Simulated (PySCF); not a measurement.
# Property card for `[CH2]/C(=C/C)CCC` [radical]

Compound: C7H13 (doublet state).
Atom-mapped SMILES: `[CH2:1]/[C:2](=[CH:3]/[CH3:4])[CH2:5][CH2:6][CH3:7]` (hydrogens: H8, H9 on C1; H10 on C3; H11, H12, H13 on C4; H14, H15 on C5; H16, H17 on C6; H18, H19, H20 on C7)

Cartesian coordinates in Å at the GFN2-xTB level; atoms count from 1:
```xyz
20
C7H13 angstrom
C      0.2835   -2.4197   -0.2262
C      0.5702   -1.1047    0.0542
C      1.8607   -0.6213   -0.0760
C      2.3301    0.7614    0.1892
C     -0.5657   -0.2041    0.4745
C     -1.1725    0.5183   -0.7328
C     -2.3322    1.4189   -0.3256
H     -0.7114   -2.8123   -0.1231
H      1.0477   -3.1002   -0.5568
H      2.6266   -1.3228   -0.3779
H      2.9239    0.7903    1.1078
H      1.5116    1.4670    0.2905
H      2.9841    1.0968   -0.6171
H     -1.3414   -0.8079    0.9490
H     -0.2243    0.5295    1.2065
H     -1.5223   -0.2259   -1.4519
H     -0.4015    1.1133   -1.2272
H     -1.9970    2.1865    0.3695
H     -3.1147    0.8381    0.1586
H     -2.7608    1.9097   -1.1966
```

GFN2-xTB geometry:

| Property | Result |
| --- | --- |
| Point group of the GFN2-xTB geometry | C1 |
| Rotational constants A, B, C of the GFN2-xTB geometry | 3.489, 1.686, 1.237 GHz |

From UKS B3LYP, pcH-1 on C H, non-relativistic, mean-field spin-orbit, GIAO (PySCF):

| Item | Value |
| --- | --- |
| Isotropic g value | 2.00264 |
| Principal g values | 2.00220, 2.00277, 2.00295 |
| Spin squared ⟨S²⟩ | 0.776 |
| Largest Mulliken spin population | 0.67 on C1 |
| Largest isotropic hyperfine couplings (means over sets of like nuclei) | 13C +57.8 (C3), 13C +53.5 (C1), 1H +51.3 (H11/H12/H13), 13C -48.2 (C2), 1H -41.1 (H8) MHz |

Monoisotopic mass from the formula: 97.1017 u.

The rotational constants make it an asymmetric top with κ = (2B − A − C)/(A − C) = -0.60, nearer the prolate limit (−1). ⟨S²⟩ is 0.026 above the pure-spin value S(S + 1) = 0.75. g_iso is shifted by about +320 ppm from the free-electron value 2.002319; the principal values span 0.0007. With B = h/(8π²I), that is 505.379 GHz u Å² over I, the principal moments of inertia are 144.8, 299.8 and 408.7 u Å² (most abundant isotopes). At 9.50 GHz, hν = g·μB·B₀ (B₀ the magnetic field) puts the centre of the isotropic spectrum, to first order, at 338.9 mT.

The structure is a single GFN2-xTB conformer in the gas phase; no vibrational or solvent corrections. GFN2-xTB frequencies show an imaginary mode (35i cm⁻¹), so this geometry is no minimum at that level. Hyperfine couplings depend on the geometry, which wasn't re-optimised at a DFT level. Couplings of like nuclei are plain means over topologically equivalent atoms, as if these changed places fast (by rotation of a methyl-like group, say); in this geometry the members of some sets differ.
